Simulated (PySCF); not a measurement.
CH11NOSi3, SMILES O[Si@@H]([SiH3])CN[SiH3].

Coordinates come from a PBE-D3(BJ)/def2-SVP optimisation. The structure was generated by enumeration; whether it is a known compound was not checked. Other conformers were not sampled.

All values below come from PBE-D3(BJ)/def2-SVP (PySCF 2.14.0).

Frequencies are harmonic and unscaled.

Computed vibrational spectrum:
```
mode  ν (cm⁻¹)  IR (km/mol)  moving atoms (share of kinetic energy)
----  --------  -----------  --------------------------------------
1           39          0.2         Si 34 %, H 24 %, C 22 %, N 18 %
2           55          2.0         Si 45 %, H 22 %, O 17 %, C 11 %
3           82          0.7                         H 77 %, Si 13 %
4           90          0.8           H 72 %, N 10 %, Si 9 %, O 8 %
5          126          3.5         H 46 %, O 20 %, Si 17 %, N 11 %
6          144          5.0          H 41 %, O 29 %, Si 18 %, N 9 %
7          192          2.2         Si 40 %, H 22 %, N 20 %, O 15 %
8          218         16.0         H 52 %, N 15 %, Si 13 %, C 13 %
9          232         31.6                          H 69 %, N 16 %
10         280         40.2                 Si 42 %, H 28 %, O 20 %
11         405         18.4                         H 45 %, Si 44 %
12         449         64.3                         H 79 %, Si 13 %
13         469         70.6                         H 79 %, Si 15 %
14         486         12.7                         H 60 %, Si 36 %
15         639         10.2                 H 58 %, C 27 %, Si 11 %
16         658         14.1                 H 73 %, Si 13 %, C 11 %
17         683         43.4                         H 81 %, Si 10 %
18         702        159.6                 H 47 %, Si 27 %, C 22 %
19         731         62.8                          H 83 %, O 12 %
20         786        256.8         H 48 %, O 24 %, Si 17 %, C 10 %
21         810        130.2                 N 35 %, H 30 %, Si 23 %
22         843         54.9                                  H 84 %
23         855         42.6          H 50 %, Si 24 %, O 11 %, C 8 %
24         873         74.0                                  H 90 %
25         877         57.4                                  H 87 %
26         900         46.2                                  H 97 %
27         905         47.1                                  H 94 %
28         925        152.2                                  H 92 %
29         960        173.8                                  H 94 %
30        1122         11.1                  H 46 %, C 33 %, N 20 %
31        1135         82.4                  H 58 %, N 30 %, C 11 %
32        1208          2.2                          H 79 %, C 18 %
33        1347         51.4                          H 76 %, N 16 %
34        1403         26.7                                  H 92 %
35        2099        187.9                                  H 97 %
36        2135         64.9                                  H 98 %
37        2150         80.5                                  H 97 %
38        2152         83.7                                  H 96 %
39        2163         75.9                                  H 96 %
40        2175        118.0                                  H 96 %
41        2181        115.5                                  H 97 %
42        2864         55.6                                  H 94 %
43        2974          9.0                           H 92 %, C 8 %
44        3491         37.1                                  H 93 %
45        3759         66.9                                  H 94 %
```
